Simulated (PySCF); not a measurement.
ClGe, doublet, at a GFN2-xTB geometry. Base run: PBE/def2-SVP (PySCF).

The PySCF input:
```python
from pyscf import gto, scf, dft

mol = gto.Mole()
mol.atom = '''
    Ge   -0.00000000   -0.00000000   -0.74753997
    Cl    0.00000000    0.00000000    1.40713406
'''
mol.basis = 'def2-svp'
mol.spin = 1
mol.verbose = 4
mol.build()

mf = dft.UKS(mol)
mf.xc = 'pbe'
mf.kernel()
mf.analyze()
```

The base run was repeated with changes; each row names its change, and settings that it needs were set with it.

```
change                                                                                       basis functions       E (Eh)  HOMO (eV)  dipole (D)
-------------------------------------------------------------------------------------------  ---------------  -----------  ---------  ----------
base                                                                                                      50  -2536.29489      -3.90        1.14
basis = x2c-TZVPall; relativity = none                                                                    85  -2526.99554      -4.05        1.23
basis = x2c-SVPall; relativity = none                                                                     50  -2527.64049      -3.97        0.99
basis = x2c-SVPall; relativity = spin-free X2C; nucleus = Gaussian (with mol.nucmod = 'G')                50  -2559.42004      -3.85        1.24
basis = cc-pVDZ-DK; relativity = spin-free X2C                                                            45  -2559.87402      -3.94        1.43
basis = cc-pVDZ-DK; relativity = spin-free X2C; nucleus = Gaussian (with mol.nucmod = 'G')                45  -2559.86193      -3.94        1.43
basis = x2c-SVPall; relativity = spin-free X2C                                                            50  -2559.43080      -3.85        1.24
basis = x2c-TZVPall; relativity = spin-free X2C                                                           85  -2559.97442      -4.00        1.39
basis = cc-pVDZ-DK; relativity = none                                                                     45  -2524.51003      -4.00        1.29
basis = x2c-TZVPall; relativity = spin-free X2C; nucleus = Gaussian (with mol.nucmod = 'G')               85  -2559.96272      -4.00        1.39
```

Total energies compare only within one method and basis.

Open shells are given as the SCF converged; they aren't shown to be the lowest states, and a large step between rows can be another state.

Basis sets contracted for a relativistic Hamiltonian are a mismatch without it, so the rows without relativity aren't non-relativistic limits. No row has spin-orbit coupling; sets with core potentials leave out the core electrons.
